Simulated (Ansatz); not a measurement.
CH9NSi3, SMILES `N[Si@@H]1[SiH2][C@H]1[SiH3]`. The species carries charge 0 and has multiplicity 1. The structure was optimised at the PBE0-D4/def2-TZVP level. It is one conformer, not always the lowest.

```xyz
14

N     0.717    2.007   -1.641
Si   -0.250    1.019   -0.638
Si    0.138    0.778    1.552
C     0.413   -0.547    0.206
Si   -0.681   -2.036    0.220
H     0.834    1.803   -2.621
H     1.493    2.527   -1.269
H    -1.585    0.817   -1.246
H    -0.889    0.487    2.582
H     1.389    1.308    2.151
H     1.460   -0.798    0.028
H    -2.088   -1.606    0.454
H    -0.315   -2.993    1.302
H    -0.636   -2.765   -1.079
```

Task: What is the dipole moment at r2SCAN/def2-TZVPP? (An estimate is asked.)

Result: Computed: 2.42 D, with components (1.82, 1.08, -1.17) D in this frame, pointing from negative to positive charge.

Task: And with PBE, B3LYP, ωB97M-V? (Best estimate.)

Result: Ansatz gave: PBE 2.40 D, B3LYP 2.34 D, ωB97M-V 2.37 D.

Task: Give the Mulliken charges with r2SCAN, PBE, B3LYP in def2-TZVPP. (Estimate.)

Result: Ansatz gave: 
```tsv
atom	r2SCAN	PBE	B3LYP
N1	-0.46	-0.38	-0.40
Si2	0.36	0.24	0.31
Si3	0.16	0.08	0.14
C4	-0.34	-0.20	-0.29
Si5	0.29	0.17	0.25
H6	0.16	0.15	0.14
H7	0.17	0.16	0.15
H8	-0.06	-0.05	-0.06
H9	-0.06	-0.04	-0.05
H10	-0.07	-0.05	-0.06
H11	0.09	0.09	0.10
H12	-0.07	-0.05	-0.07
H13	-0.08	-0.06	-0.08
H14	-0.08	-0.07	-0.08
```

B3LYP here is the variant with VWN-RPA as its local correlation; programs differ in this.
